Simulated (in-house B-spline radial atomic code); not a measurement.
## LC-wPBE excitations of Hg III (Hg2+)

Method: LC-wPBE. Computed with a B-spline radial code for spherical atoms: linear response of the closed shell [Xe] 4f14 5d10 with the functional's adiabatic kernel; scalar-relativistic (spin-free one-electron X2C), finite nucleus, no spin-orbit coupling, no double excitations, S, P, D and F terms only; shells from n = 3 respond. Only terms of natural parity with L up to 3 were computed.

Spin-orbit coupling is strong here, so these LS terms don't match observed levels.

Command:
```bash
python run_td.py task.json out
```
Settings (radii: box in bohr, nucleus in fm):
```
Z                        80
electrons                78
configuration            [Xe] 4f14 5d10
hamiltonian              x2c
method                   lc_wpbe
box_radius               29.48
rms_radius               5.4648
intervals                72
```

Run time, properties included: 16 s on 1 thread of Arm Neoverse N1 (shared host).

The lowest states, in the order of their Tamm-Dancoff energies; the method's threshold (minus the highest occupied level) is 33.37 eV. Labels give the largest channel, * marks a mixed state, and oscillator strengths are full-response dipole values. Semilocal kernels can invert the small singlet-triplet splittings of Rydberg terms. Energies in eV:

```csv
state,full response,Tamm-Dancoff,oscillator strength
5d → 6s 3D,5.307,5.354,-
5d → 6s 1D,6.305,6.355,-
5d → 6p 3P,13.642,13.689,-
5d → 6p 3F,13.850,13.880,-
5d → 6p 1F,14.229,14.233,-
5d → 6p 1P,15.070,15.168,0.849
5d → 7s 3D,21.217,21.221,-
5d → 7s 1D,21.359,21.364,-
5d → 6d 3S,21.983,21.994,-
5d → 6d 3D,22.303,22.306,-
5d → 6d 1D,?,?,-
5d → 6d 1S,?,?,-
5d → 7p 3P,23.647,23.657,-
5d → 7p 3F,23.725,23.731,-
5d → 7p 1F,23.816,23.817,-
5d → 7p 1P,23.932,23.947,0.0314
```

Question: Where does 5d → 6d 1S lie?

Answer: At 23.505 eV in full response, 23.645 eV in Tamm-Dancoff.

Question: Where does 5d → 6d 1D lie?

Answer: At 22.469 eV in full response, 22.477 eV in Tamm-Dancoff.

Question: How large is the singlet-triplet splitting of 5d → 6s (D terms) in Tamm-Dancoff?

Answer: 1 eV, from the unrounded values.

Question: What polarisabilities and dispersion coefficient does the method give?

Answer: Dipole 7.967 bohr³, quadrupole 42.95 bohr⁵, C6 52.46 hartree·bohr⁶ for two such species.
